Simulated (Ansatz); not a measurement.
methylsilane (CH$_{6}$Si), singlet, geometry from GFN2-xTB. Base run: CCSD(T)/3-21G (Ansatz, an electronic-structure program).

The Ansatz input:
Ansatz 0.2 input:
```yaml
crystal:
  periodic: [false, false, false]
  atoms:
    - {symbol: C, position_ang: [-0.01298196, 0.00392095, -1.25022897]}
    - {symbol: Si, position_ang: [0.00669850, -0.00202315, 0.64510011]}
    - {symbol: H, position_ang: [-0.01147190, -1.00712268, -1.64830101]}
    - {symbol: H, position_ang: [-0.89650587, 0.50641306, -1.63436438]}
    - {symbol: H, position_ang: [0.85673226, 0.51618733, -1.65253877]}
    - {symbol: H, position_ang: [0.00413621, 1.37681588, 1.13946736]}
    - {symbol: H, position_ang: [-1.17977102, -0.70041180, 1.14524608]}
    - {symbol: H, position_ang: [1.21099302, -0.68708334, 1.12046299]}
basis:
  gaussian:
    orbitals: 3-21G.json
magnetization: {spin_polarized: false}
correlation: {method: ccsd_t}
```
The basis file holds 3-21G in the JSON format of the Basis Set Exchange.

Variants of this job, named by their change:

| change | ΔE vs base (kcal/mol) | MP2 correlation (Eh) | CC correlation without the perturbative part (Eh) | basis functions |
|---|---|---|---|---|
| base | 0.000 | -0.15083 | -0.18378 | 34 |
| method = mp2 | [?] | -0.15083 | - | 34 |
| method = rpa | [?] | - | - | 34 |
| diis_vectors = 2 | 0.000 | -0.15083 | -0.18378 | 34 |
| electrons = outside_noble_gas | 0.000 | -0.15083 | -0.18378 | 34 |
| electrons = all | [?] | [?] | [?] | 34 |
| lower_state_search = off | 0.000 | -0.15083 | -0.18378 | 34 |
| fitting = cc-pVTZ-JKFIT (mean field), cc-pVTZ-RIFIT (correlation) | -0.012 | -0.15082 | -0.18377 | 34 |
| method = ccsd | 2.06 | -0.15083 | -0.18378 | 34 |
| reference functional = pbe0 | 1.51 | - | -0.18849 | 34 |

Question: Some entries are withheld; supply them.

Answer: 
- method = mp2, ΔE vs base (kcal/mol): 22.74
- method = rpa, ΔE vs base (kcal/mol): -6.63
- electrons = all, ΔE vs base (kcal/mol): -4.47
- electrons = all, MP2 correlation (Eh): -0.15825
- electrons = all, CC correlation without the perturbative part (Eh): -0.19068
